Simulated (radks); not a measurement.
Xe3+, configuration [Kr] 4d10 5s2 5p2.5 4f0.5 (fractional occupations, a model configuration). All-electron calculation, Dirac Kohn-Sham, BLYP, spin-unpolarised, spherical densities, finite nucleus; open shells are shared between the two j in proportion to 2j + 1; Fermi nuclear charge, rms radius 4.7859 fm. Program: a radial shooting solver on a logarithmic mesh with Libxc functionals.

X-ray form factor f0, the Fourier transform of the density (f0(0) = 51):

sin(theta)/lambda (1/angstrom)  f0 (electrons)
0.05                                    50.334
0.1                                     48.514
0.15                                    45.956
0.2                                     43.093
0.25                                    40.231
0.3                                     37.529
0.4                                     32.758
0.5                                     28.751
0.6                                     25.422
0.8                                     20.615
1                                       17.596
1.25                                    14.878
1.5                                     12.480
2                                        8.559
